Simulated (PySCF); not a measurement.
Record of a relaxation.

Species: C3H6FNSi.
Atom-mapped SMILES: `[CH2:1]=[N:2]/[CH:3]=[CH:4]\[SiH2:5][F:6]` (hydrogens: H7, H8 on C1; H9 on C3; H10 on C4; H11, H12 on Si5)

Method: PBE0-D3(BJ)/def2-SVP geometry optimisation, gas phase (PySCF); density fitting, grid level 1; the optimiser is geomeTRIC in internal coordinates, started from a GFN2-xTB structure with every atom displaced at random (about 0.01 Å). The frame can shift and turn from step to step; on so coarse a grid that alone can change the energy by a few meV, and forces under 0.02 eV/Å are noise.

Step 0: E = -15273.8820 eV, largest atomic force 4.385 eV/Å
```
atom  x, y, z in Å  |  force x, y, z in eV/Å
C1      2.208   -0.932   -0.359   -1.584   2.409   0.155
N2      0.984   -0.568   -0.174    1.102  -1.119  -0.226
C3      0.621    0.766   -0.115    4.098  -0.315  -0.455
C4     -0.604    1.082    0.102   -4.340   0.153   0.608
Si5    -1.926   -0.280    0.302    0.580   1.263   0.511
F6     -3.320    0.523    0.540   -0.314   0.240   0.030
H7      2.432   -1.961   -0.408    0.396  -1.608  -0.037
H8      3.032   -0.196   -0.493   -0.153  -0.175   0.058
H9      1.426    1.524   -0.213   -0.067  -0.090  -0.077
H10    -0.927    2.118    0.169    0.038   0.309   0.005
H11    -2.148   -1.050   -0.891    0.041  -0.678  -0.809
H12    -1.737   -1.052    1.533    0.202  -0.388   0.238
```

Step 1: E = -15274.1244 eV, largest atomic force 0.712 eV/Å
```
atom  x, y, z in Å  |  force x, y, z in eV/Å
C1      2.108   -0.939   -0.378    0.011  -0.314  -0.018
N2      0.920   -0.546   -0.159    0.112  -0.011  -0.043
C3      0.636    0.815   -0.104   -0.675   0.114   0.194
C4     -0.650    1.156    0.126    0.456  -0.305  -0.114
Si5    -1.859   -0.262    0.324   -0.036   0.194  -0.019
F6     -3.312    0.452    0.562   -0.018  -0.064   0.021
H7      2.321   -2.021   -0.422   -0.043   0.207   0.018
H8      2.958   -0.250   -0.533    0.003   0.062   0.006
H9      1.449    1.543   -0.233    0.133   0.073  -0.049
H10    -0.951    2.204    0.185    0.012   0.094   0.001
H11    -1.995   -1.089   -0.902    0.026  -0.023  -0.030
H12    -1.585   -1.090    1.526    0.020  -0.027   0.034
```

Step 2: E = -15274.1295 eV, largest atomic force 0.190 eV/Å
```
atom  x, y, z in Å  |  force x, y, z in eV/Å
C1      2.121   -0.937   -0.383    0.000   0.038   0.025
N2      0.929   -0.558   -0.164   -0.064  -0.054   0.020
C3      0.626    0.800   -0.098   -0.007   0.122  -0.015
C4     -0.652    1.149    0.126    0.092  -0.164  -0.025
Si5    -1.873   -0.255    0.326   -0.069   0.056   0.009
F6     -3.330    0.450    0.567    0.020  -0.041   0.002
H7      2.354   -2.010   -0.431   -0.044   0.022  -0.003
H8      2.959   -0.229   -0.527    0.008   0.019  -0.007
H9      1.442    1.530   -0.234    0.018   0.008  -0.003
H10    -0.940    2.203    0.181    0.029  -0.003   0.003
H11    -2.001   -1.086   -0.901    0.009   0.001  -0.004
H12    -1.595   -1.085    1.529    0.008  -0.002  -0.001
```

Step 3: E = -15274.1271 eV, largest atomic force 0.453 eV/Å
```
atom  x, y, z in Å  |  force x, y, z in eV/Å
C1      2.103   -0.933   -0.376    0.035   0.083   0.001
N2      0.916   -0.541   -0.161    0.112  -0.005  -0.019
C3      0.631    0.822   -0.101    0.144  -0.137  -0.056
C4     -0.648    1.145    0.123   -0.255   0.371   0.056
Si5    -1.862   -0.262    0.322    0.037  -0.103   0.021
F6     -3.330    0.413    0.576    0.045   0.002  -0.016
H7      2.312   -2.006   -0.422    0.056  -0.105  -0.012
H8      2.951   -0.234   -0.520   -0.023  -0.032   0.001
H9      1.449    1.553   -0.243   -0.097  -0.084   0.032
H10    -0.941    2.199    0.182   -0.020  -0.030  -0.002
H11    -1.977   -1.090   -0.909   -0.018   0.022   0.010
H12    -1.565   -1.096    1.519   -0.017   0.019  -0.016
```

Step 4: E = -15274.1310 eV, largest atomic force 0.048 eV/Å
```
atom  x, y, z in Å  |  force x, y, z in eV/Å
C1      2.116   -0.930   -0.376   -0.007  -0.015  -0.013
N2      0.924   -0.551   -0.162   -0.018   0.020  -0.010
C3      0.624    0.809   -0.103    0.041   0.024   0.012
C4     -0.653    1.149    0.123   -0.029  -0.001   0.003
Si5    -1.867   -0.260    0.324   -0.013  -0.008   0.013
F6     -3.330    0.424    0.577    0.009  -0.009  -0.002
H7      2.337   -2.004   -0.424    0.027  -0.007   0.004
H8      2.956   -0.225   -0.523   -0.008   0.000   0.005
H9      1.441    1.538   -0.241   -0.006  -0.003   0.000
H10    -0.943    2.203    0.183    0.006  -0.005  -0.009
H11    -1.991   -1.086   -0.908    0.000   0.004  -0.002
H12    -1.574   -1.095    1.520   -0.002   0.001  -0.001
```

Step 5: E = -15274.1309 eV, largest atomic force 0.053 eV/Å
```
atom  x, y, z in Å  |  force x, y, z in eV/Å
C1      2.115   -0.929   -0.380    0.023   0.046   0.012
N2      0.923   -0.549   -0.166    0.012  -0.045   0.010
C3      0.624    0.810   -0.101   -0.035  -0.008  -0.007
C4     -0.655    1.147    0.124    0.016  -0.014  -0.003
Si5    -1.867   -0.264    0.325   -0.001   0.006  -0.010
F6     -3.331    0.420    0.575    0.001  -0.005   0.003
H7      2.350   -2.000   -0.427   -0.043   0.007  -0.002
H8      2.952   -0.219   -0.521    0.014   0.004  -0.006
H9      1.440    1.541   -0.237    0.007   0.005  -0.003
H10    -0.946    2.201    0.181    0.001   0.006   0.005
H11    -1.989   -1.089   -0.906    0.001  -0.001  -0.002
H12    -1.576   -1.096    1.523    0.004  -0.001   0.002
```

Step 6: E = -15274.1312 eV, largest atomic force under 0.02 eV/Å
```
atom  x, y, z in Å  |  force x, y, z in eV/Å
C1      2.116   -0.927   -0.379    0.007   0.006   0.011
N2      0.923   -0.549   -0.166    0.003  -0.005   0.009
C3      0.624    0.811   -0.101   -0.009   0.000  -0.008
C4     -0.656    1.147    0.124    0.000  -0.006   0.000
Si5    -1.866   -0.265    0.325   -0.002   0.001  -0.007
F6     -3.331    0.417    0.576    0.000  -0.004   0.002
H7      2.345   -1.999   -0.426   -0.006   0.004  -0.007
H8      2.955   -0.219   -0.521    0.001   0.003  -0.003
H9      1.439    1.542   -0.237    0.001   0.002  -0.002
H10    -0.947    2.201    0.182    0.001   0.002   0.004
H11    -1.988   -1.090   -0.907    0.001  -0.001  -0.001
H12    -1.574   -1.097    1.522    0.003  -0.001   0.001
```

Task: Summarise the path.

Result: The energy falls by 0.2492 eV from step 0 to step 6; nine tenths of that is first reached at step 1. It rises by more than 0.2 meV at step 3. The largest force goes from 4.385 to under 0.02 eV/Å. Among the bonds C3=C4 changes most, from 1.284 to 1.342 Å; the atoms move by 0.097 Å rms after alignment.

Task: Follow the three bonds and two angles with the largest change from start to end.

Result: 
| step | E above end (eV) | largest force (eV/Å) | C3=C4 (Å) | Si5–H11 (Å) | C1–H7 (Å) | Si5–C4–H10 (°) | H11–Si5–H12 (°) |
| --- | --- | --- | --- | --- | --- | --- | --- |
| 0 | 0.2492 | 4.385 | 1.284 | 1.437 | 1.054 | 117.9 | 115.7 |
| 1 | 0.0068 | 0.712 | 1.351 | 1.486 | 1.104 | 122.9 | 112.0 |
| 2 | 0.0018 | 0.190 | 1.344 | 1.487 | 1.098 | 123.1 | 111.8 |
| 3 | 0.0041 | 0.453 | 1.338 | 1.489 | 1.094 | 123.0 | 111.6 |
| 4 | 0.0002 | 0.048 | 1.341 | 1.488 | 1.097 | 123.2 | 111.8 |
| 5 | 0.0003 | 0.053 | 1.342 | 1.487 | 1.098 | 123.2 | 111.8 |
| 6 | 0.0000 | under 0.02 | 1.342 | 1.488 | 1.097 | 123.3 | 111.9 |

The cost below is that of the whole optimisation. Time: 38 s of wall time; peak memory 0.51 GiB. Hardware: one thread, Arm Neoverse V1 (aarch64), shared host.
